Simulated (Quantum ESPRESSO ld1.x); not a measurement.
These are the eigenvalues of the occupied orbitals of an atom or ion with whole-number occupations (hartree). Method: scalar-relativistic Kohn-Sham, LDA (Slater exchange, VWN5 correlation), spin-polarised, spherical densities, point nucleus; computed with ld1.x of Quantum ESPRESSO 7.5.

orbital  eigenvalue
1s         -1368.31
2s         -216.705
2p         -194.471
3s         -46.0923
3p         -38.9636
3d         -28.5818
4s         -9.40337
4p         -7.10124
4d         -3.75786
5s         -1.69894
5p         -1.14207

Which element is it, and in what charge state? The configuration may be excited. Open shells, if any, are filled with parallel spins first.

Answer. Z = 56, barium, charge +2: Ba2+ in [Xe]. The list shows which subshells hold electrons but not how many an open one holds; the 1s level, -1368.3 hartree, gives Z - s = 52.3 by -(Z - s)^2/2, which with screening and relativity narrows Z to a few neighbours, and the depths of the outer levels then fix element, charge and occupations together.
